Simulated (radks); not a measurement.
Fractional charge and spin in the 2s shell of beryllium: the spin-up occupation runs from 0 to 1 and the spin-down occupation from 0 to 1; the fullest corner is Be, [He] 2s(up 1, down 1). All-electron calculation, non-relativistic Kohn-Sham, r2SCAN, spin-polarised, spherical densities, point nucleus; meta-GGA in the generalised Kohn-Sham scheme. Program: a radial shooting solver on a logarithmic mesh with Libxc functionals. Energy (eV) minus the two flat planes that join the four corners (they meet along the diagonal where the two added fractions sum to one electron); zero is where a piecewise linear energy would lie.

\begin{tabular}{lrrrrr}
down \ up & 0 & 0.25 & 0.5 & 0.75 & 1 \\ \hline
0 & 0.000 & -0.506 & -0.795 & -0.642 & 0.000 \\
0.25 & -0.506 & -0.440 & -0.126 & 0.618 & -0.519 \\
0.5 & -0.795 & -0.126 & 0.815 & -0.180 & -0.726 \\
0.75 & -0.642 & 0.618 & -0.180 & -0.583 & -0.562 \\
1 & 0.000 & -0.519 & -0.726 & -0.562 & 0.000 \\
\end{tabular}

Corners above the fullest one (they belong to Be+ and the next ion): (up 1, down 0) 8.791 eV, (up 0, down 1) 8.791 eV, (up 0, down 0) 26.981 eV. With half an added electron in each spin the energy lies 0.815 eV from the planes (fractional-spin error, the static-correlation error of a stretched bond), and with half an added electron in spin up alone -0.795 eV (fractional-charge error). For a frontier s shell over closed shells the exact functional lies on the planes.
